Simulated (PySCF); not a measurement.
## Electron correlation in Co (cobalt, neutral)

[Ar] 3d7 4s2, high-spin 4F determinant. Calculation: PySCF 2.14, in x2c-TZVPPall; scalar relativity by spin-free X2C-1e. Frozen: [Ar]; 9 electrons correlated.

```csv
level,correlation energy (mhartree)
CCSD,-246.99
(T),-8.01
CCSD(T),-255.00
```

Diagnostics: T1 = 0.020, D1 = 0.0605, largest double amplitude 0.116.

Cost of the coupled-cluster step: about 10 core-seconds, for 9 correlated electrons.
